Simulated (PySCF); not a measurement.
These compounds are isomers of formula C5H6F2O.

A. `C1=CCO[C@H]1C(F)F`
B. `C=C/C=C/OC(F)F`
C. SMILES C(=C(/C)F)(/C)C(=O)F

Spectrum 1. ¹H NMR (300 MHz, computed): δ 2.25 (m, 3H), 1.87 (s, 3H). ¹³C{¹H} NMR (computed): δ 182.9 (C), 164.7 (C), 107.4 (C), 21.4 (CH3), 14.7 (CH3).

Spectrum 2. ¹H NMR (300 MHz, computed): δ 6.29 (dq, J = 7.2, 2.4 Hz, 1H), 6.11 (m, 1H), 6.06 (dd, J = 64.6, 60.2 Hz, 1H), 5.12 (m, 1H), 5.06 (m, 1H), 5.05 (m, 1H). ¹³C{¹H} NMR (computed): δ 139.1 (CH), 131.0 (CH, d, J = 4.8 Hz), 122.7 (CH, dd, J = 309.3, 304.1 Hz), 92.7 (CH, dd, J = 27.0, 23.2 Hz), 82.0 (CH2).

Spectrum 3. ¹H NMR (300 MHz, computed): δ 6.72 (m, 1H), 6.65 (m, 1H), 6.40 (m, 1H), 5.86 (m, 1H), 5.55 (m, 1H), 5.39 (m, 1H). ¹³C{¹H} NMR (computed): δ 151.8 (CH), 139.7 (CH), 123.7 (CH2), 122.1 (CH), 118.9 (CH).

Computational details: B3LYP/pcJ-1 coupling constants (spin–dipole term left out of most H,H and C,H couplings), σ from GIAO-PBE0/pcSseg-1, GFN2-xTB structure, in PySCF 2.14.0 with density-fitted response routines (isolated molecule, non-relativistic, single conformer, averaged over atoms made equivalent by symmetry, fast rotation or ring inversion).

Chemical shifts δ = σref − σ; TMS for ¹H, ¹³C, all at this level. Multiplet labels drop J under 1 Hz and among equivalent protons, and merge close values. Unscaled 3J(H,H) run several per cent high. Splittings of carbon signals by F and P are missing where no couplings were computed. Where no couplings were computed, multiplicities follow the n + 1 count of equivalent neighbours, and m marks all less simple cases (inequivalent or close neighbours, rings, F or P nearby). Vicinal couplings that depend on rotamer populations or ring flexing (ring, CH–CH, X–H and H–F types) are those of the one conformer. One-bond C–F couplings are unscaled and too large by tens of Hz. Shifts are as computed. Against solution values, carbons near 30 ppm lie about +3 ppm off and those near 130 ppm about +5 ppm. Of 1211 compounds with measured shifts, 218 miss one by over three times the rms of a fit or turn the order of signals round; such compounds aren't used in these exercises.

Problem. Match each spectrum to its structure.

Solution. 1–C, 2–A, 3–B.

- Spectrum 1 (C): 5 ¹³C signals; δC 182.9 is a β carbon of a C=C–C=O unit; δC 107.4 is an α carbon of a C=C–C=O unit.
- Spectrum 2 (A): 5 ¹³C signals; δC 139.1 is an alkene CH; δC 131.0 is an alkene CH.
- Spectrum 3 (B): 5 ¹³C signals; δC 151.8 is an alkene carbon bearing oxygen; δC 139.7 is an alkene CH.
